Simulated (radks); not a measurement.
The numbers below are computed, except where a source is named.
All-electron atom: Al10+ in [He] 2s1. Level of theory: scalar-relativistic Kohn-Sham, LDA (Slater exchange, VWN5 correlation), spin-polarised, spherical densities, finite nucleus; open shells are filled with parallel spins first; Fermi nuclear charge, rms radius 3.061 fm (a radial shooting solver on a logarithmic mesh with Libxc functionals). Some entries of the table are withheld. Estimate them.

orbital  occ.  eigenvalue (eV)  r(max) (bohr)  <1/r> (bohr^-1)
1s up       1        -1935.666            (1)            12.67
1s down     1        -1932.364            (2)            12.67
2s up       1        -423.1970            (3)              (4)
2s down     0        -408.6994            (5)              (6)

Answer. 
(1) 1s up r(max) (bohr): 0.07835
(2) 1s down r(max) (bohr): 0.07840
(3) 2s up r(max) (bohr): 0.4392
(4) 2s up <1/r> (bohr^-1): 2.912
(5) 2s down r(max) (bohr): 0.4392
(6) 2s down <1/r> (bohr^-1): 2.897
